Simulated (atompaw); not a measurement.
# Which change was made? (Nd, PAW (atompaw))

```
Element                 : Nd (Z = 60)
Generator               : atompaw 4.2.0.5
Type                    : PAW
Functional              : PBE
Relativity              : scalar-relativistic
Frozen core             : [Kr] 4d10 4f3
Valence charge          : 11
Reference configuration : 5s2 5p6 5d1 6s1.5 6p0 (charge +0.5)
Partial waves           : 5s (bound): rc 2.10 bohr; 6s (bound): rc 2.75 bohr; 5p (bound): rc 2.35 bohr; 6p (bound, empty): rc 2.75 bohr; 5d (bound): rc 2.30 bohr; 5d channel at 0.3 Ry: rc 2.30 bohr; 5f channel at 0.2 Ry: rc 2.75 bohr; 5f channel at 2.2 Ry: rc 2.75 bohr
Local potential         : bessel scheme, radius 2.70 bohr
Core correction         : smooth core density matched at 2.40 bohr
Augmentation charge     : besselshape compensation charge, radius 2.20 bohr; PAW radius 2.75 bohr; waves and projectors: custom polynom2 7 10 vanderbiltortho
```

Cutoffs, loose and tight: the cutoffs (Ry, on a coarse ladder) from which the occupation-weighted sum of valence levels, in a spherical-Bessel basis at the reference potential, stays within 10 and 1 mRy of its value at 400 Ry. They see the waves, projectors and local potential, not the compensation charge or the core.

The base gives: outcome: generated; cutoff, loose: 21 Ry; cutoff, tight: 35 Ry; bound ghosts: none.

Problem. After one change the result is: outcome: generated; cutoff, loose: 18 Ry; cutoff, tight: 25 Ry; bound ghosts: none. Which change was it?
A. wave 5p (bound): rc 2.35 bohr becomes 5p (bound): rc 2.26 bohr
B. wave 5p (bound): rc 2.35 bohr becomes 5p (bound): rc 1.46 bohr
C. wave 5p (bound): rc 2.35 bohr becomes 5p (bound): rc 1.62 bohr
D. wave 5p (bound): rc 2.35 bohr becomes 5p (bound): rc 2.50 bohr

Solution. A. The others give: wave 5p (bound): rc 2.35 bohr becomes 5p (bound): rc 1.46 bohr → outcome: generated; cutoff, loose: 25 Ry; cutoff, tight: 160 Ry; bound ghosts: none | wave 5p (bound): rc 2.35 bohr becomes 5p (bound): rc 2.50 bohr → outcome: generated; cutoff, loose: 30 Ry; cutoff, tight: 70 Ry; bound ghosts: none | wave 5p (bound): rc 2.35 bohr becomes 5p (bound): rc 1.62 bohr → outcome: generated; cutoff, loose: 15 Ry; cutoff, tight: 25 Ry; bound ghosts: none.
